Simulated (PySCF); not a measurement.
Below is a simulated gas-phase C 1s photoelectron spectrum of `[GeH3][O][C@H]1C=CC1`.

Every computed line was given a Gaussian of 0.7 eV full width at half maximum and an area set by the number of equivalent atoms; the highest printed point is 100. Theory: delta-SCF UKS SCAN, pcX-2 on the ionised atom, pcseg-1 elsewhere, spin-free X2C in PySCF 2.14.0.

(binding energy (eV), intensity): (289.1, 0), (289.2, 0), (289.3, 1), (289.4, 2), (289.5, 5), (289.6, 10), (289.7, 18), (289.8, 30), (289.9, 45), (290.0, 62), (290.1, 78), (290.2, 92), (290.3, 100), (290.4, 100), (290.5, 92), (290.6, 78), (290.7, 60), (290.8, 43), (290.9, 27), (291.0, 16), (291.1, 8), (291.2, 5), (291.3, 3), (291.4, 5), (291.5, 8), (291.6, 13), (291.7, 21), (291.8, 29), (291.9, 35), (292.0, 39), (292.1, 38), (292.2, 34), (292.3, 26), (292.4, 18), (292.5, 12), (292.6, 6), (292.7, 3), (292.8, 1), (292.9, 1), (293.0, 0)

Q: How many maxima does the curve show, and how many computed lines lie under it?

A: The curve has 2 maxima (at 290.3 and 292.0 eV). Under it lie 4 lines from 4 inequivalent carbon sites. At this width some lines have no maximum of their own.

Q: Decompose the envelope and assign each component. Numbering: `[GeH3:1][O:2][C@H:3]1[CH:4]=[CH:5][CH2:6]1`.

A: 
```tsv
position (eV)	relative area	line	atoms	environment
290.12	1	C 1s	C4	alkene CH carbon
290.38	1	C 1s	C5	alkene CH carbon
290.52	1	C 1s	C6	allylic carbon
292.04	1	C 1s	C3	sp3 carbon bound to oxygen
```

Q: What are the centre and the root-mean-square width of the whole band?

A: The area-weighted mean of the lines is 290.76 eV. Their own spread about it is 0.75 eV (rms) and each Gaussian has σ = 0.7/2.355 = 0.30 eV; the variances add, which gives 0.80 eV.

The listed C 1s values span 1.92 eV, from C4 (bonded to C (double bond), C and H) to C3 (bonded to O, 2 C and H). The widest gap between neighbouring values is 1.52 eV, between 290.52 and 292.04 eV. Summing the Pauling electronegativity differences to the bonded atoms, each weighted by its formal bond order, gives -0.35 for the lowest site and +0.54 for the highest; no listed site has a larger sum than the highest. The smallest sum, -0.70, belongs to C6, 0.40 eV above the lowest.

Shake-up satellites, vibrational structure and lifetime widths aren't simulated. The structure is a single PBE0-D3(BJ)/def2-SVP conformer in the gas phase; no vibrational or solvent corrections.

Conformer computed: `[GeH3:1][O:2][C@H:3]1[CH:4]=[CH:5][CH2:6]1`: Ge1–O2–C3–C4 180°.
